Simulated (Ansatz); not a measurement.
Reaction (substitution at a C–B bond): `BC/C=C(/C)F` + H–F → `C/C(F)=C/CF` + BH₃

Gas-phase electronic energies from Ansatz, PBE0-D4/def2-TZVP geometries. CBS: MP2 limit from def2 TZ/QZ plus the TZ coupled-cluster correction, frozen cores. This one scheme is used for every species. Double bonds are as drawn, so ΔE can hold a change between cis and trans. Functionals use def2-TZVPP. B3LYP here is the variant with VWN-RPA as its local correlation; programs differ in this. Each species was taken in one conformer, which may not be the lowest.

| level | ΔE (kJ/mol) |
| --- | --- |
| r2SCAN-D4 | 106.0 |
| B3LYP-D4 | 87.0 |
| ωB97M-V | 96.7 |
| B2PLYP | 89.4 |
| PBE | 106.8 |
| HF/def2-TZVPP | 42.7 |
| HF/CBS(def2) | 43.1 |
| CCSD/CBS(def2) | 95.0 |

**Question.** What does CCSD(T)/CBS give? (An estimate is asked.)

**Answer.** The calculation gave: +103.2 kJ/mol. The listed levels differ from it by 2.8, -16.2, -6.5, -13.8, 3.6, -60.5, -60.1, -8.2 kJ/mol.

Largest T1 diagnostic among the species: 0.011.

The D4 term adds +8.3 kJ/mol with B3LYP and +4.5 kJ/mol with PBE0; it sums over pairs of atoms, weighted by their polarisabilities, and B3LYP, whose exchange is more repulsive, gets the larger term. In def2-TZVPP, CCSD(T) changes the Hartree–Fock value by +56.1 kJ/mol (the triples alone add +8.3 kJ/mol) and MP2 by +74.3 kJ/mol.
